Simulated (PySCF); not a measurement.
**Magnetisability: SMILES [O-]C(C#C)=C(F)F, [C4HF2O]-, charge -1**

Geometry:
```csv
atom,x (Å),y (Å),z (Å)
C1,1.880,-0.655,1.086
C2,0.767,-0.488,0.664
C3,-0.595,-0.466,0.147
O4,-1.191,-1.556,-0.085
C5,-1.062,0.798,-0.024
F6,-2.299,1.177,-0.490
F7,-0.349,1.951,0.255
H8,2.859,-0.753,1.457
```

Total charge -1.

Method used: GIAO HF/aug-pcSseg-1 magnetisability, rotational g tensor and spin-rotation constants, non-relativistic, gas phase in PySCF 2.14.0. Geometry: GFN2-xTB.

For an ion the centre-of-mass motion in the field is neglected.

(1) What are the magnetisability and the molar susceptibility?

(2) Split it along the inertial axes a, b, c into diamagnetic and paramagnetic parts about the centre of mass, with the quadrupole moment.

(3) And the rotational g tensor?

Results:

(1) Isotropic -883 × 10⁻³⁰ J/T², or -53.2 × 10⁻⁶ cm³/mol; principal values -912, -907, -829 × 10⁻³⁰ J/T², anisotropy 80 × 10⁻³⁰ J/T² (root of half the summed squared differences of the principal values). The susceptibility is in cgs units.

(2) 
```tsv
axis	χ (10⁻⁶ cm³/mol)	diamagnetic (10⁻⁶ cm³/mol)	paramagnetic (10⁻⁶ cm³/mol)	summed x² of all electrons (Å²)	quadrupole Θ (D Å)
a	-50.3	-329.0	278.7	129.3	+2.50
b	-54.5	-585.5	531.0	68.9	-12.13
c	-54.6	-840.8	786.2	8.7	+9.63
```
Anisotropies 2χaa − χbb − χcc = +8.5 and 2χbb − χaa − χcc = -4.2 × 10⁻⁶ cm³/mol. Θ is traceless in Buckingham's convention.

(3) 
| axis | rotational constant (GHz) | g | nuclear part | electronic part |
| --- | --- | --- | --- | --- |
| a | 4.3802 | -0.0744 | 0.4990 | -0.5734 |
| b | 2.1813 | -0.0239 | 0.5202 | -0.5442 |
| c | 1.4561 | -0.0247 | 0.5132 | -0.5379 |

Asymmetric top; isotopes 12C, 19F, 1H, 16O; no vibrational averaging.
